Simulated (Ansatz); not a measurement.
Ansatz (a first-principles code) input:

Ansatz 0.2 input:
```yaml
crystal:
  periodic: [false, false, false]
  atoms:
    - {symbol: C, position_ang: [-0.70135988, 0.09443554, 0.00755393]}
    - {symbol: N, position_ang: [0.53274901, -0.32205473, -0.03424666]}
    - {symbol: H, position_ang: [-0.76010881, 1.24268472, 0.13805788]}
    - {symbol: H, position_ang: [1.23902506, 0.44508517, 0.05634518]}
basis:
  gaussian:
    orbitals: cc-pVDZ
total_charge: -1
magnetization: {spin_polarized: false}
correlation: {method: ccsdt, electrons: outside_noble_gas}
```

Task: Predict the final energy.

Result: -93.68899 Eh (CCSDT/cc-pVDZ). The basis has 38 functions.

It need not be the lowest isomer of its formula. Whether it binds its extra electron was not tested at this geometry.
